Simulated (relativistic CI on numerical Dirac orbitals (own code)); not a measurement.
## One change at a time: Cs XXXVII

Base calculation: Dirac-Coulomb-Breit CI, KLI orbitals optimised for each configuration, model QED (radiative potential, 1s self-energy scaled to tabulated hydrogen-like ionisation energies), unscaled Slater integrals.

Configurations in the expansion (outside the closed core [Ne]): 3s2.3p6.3d, 3s2.3p5.3d2, 3s.3p6.3d2, 3s2.3p6.4s, 3s2.3p6.4p, 3s2.3p6.4d, 3s2.3p5.3d.4s, 3s2.3p6.4f, 3s2.3p5.3d.4p, 3p6.3d3, 3p5.3d4, 3p5.3d3.4s. Double excitations out of closed p, d and f shells are left out; levels of such configurations are missing from the list, as are those of other unlisted configurations, and high levels can miss mixing partners. These lack a partner that the ground configuration has and come out too high: 3s2.3p5.3d.4p.

The lowest level and the first level of each name with at least 55 % of one term (blank where a level has no safe partner in the second run):

| Level | Base (eV) | Shift (eV) |
| --- | --- | --- |
| 3s2.3p6.3d 2D_3/2 | 0.000 | 0.000 |
| 3s2.3p6.3d 2D_5/2 | 18.477 | +0.007 |
| 3s2.3p5.3d2 4D°_1/2 | 167.729 | -0.048 |
| 3s2.3p5.3d2 4D°_3/2 | 168.865 | -0.047 |
| 3s2.3p5.3d2 4G°_9/2 | 188.341 | -0.049 |
| 3s2.3p5.3d2 4G°_11/2 | 194.285 | -0.048 |
| 3s2.3p5.3d2 2H°_11/2 | 209.890 | -0.048 |
| 3s2.3p5.3d2 2G°_9/2 | 218.007 | -0.046 |
| 3s2.3p5.3d2 2P°_1/2 | 219.873 | -0.048 |
| 3s2.3p5.3d2 2F°_5/2 | 222.879 | -0.047 |
| 3s.3p6.3d2 4F_3/2 | 396.844 | +0.061 |
| 3s.3p6.3d2 4F_5/2 | 401.773 | +0.060 |
| 3s.3p6.3d2 4F_7/2 | 413.774 | +0.048 |
| 3s.3p6.3d2 4P_1/2 | 414.032 | +0.075 |

At this charge energies of transitions that change n are usually good to better than 1 %, and those within a shell (Δn = 0) to a few per cent.

(1) One thing was changed in a second run, which moved the levels as shown. Which?
A. QED terms removed
B. configuration mixing switched off
C. one mean potential for all configurations
D. Breit term removed

Answers

(1) C. One mean potential for all configurations. One potential for all configurations removes the relaxation of the orbitals, which moves whole configurations and changes the integrals a little.

LS names give the leading component of a level, which can be under half, so a name can repeat, a term be missing and a line seem to break the LS rules.
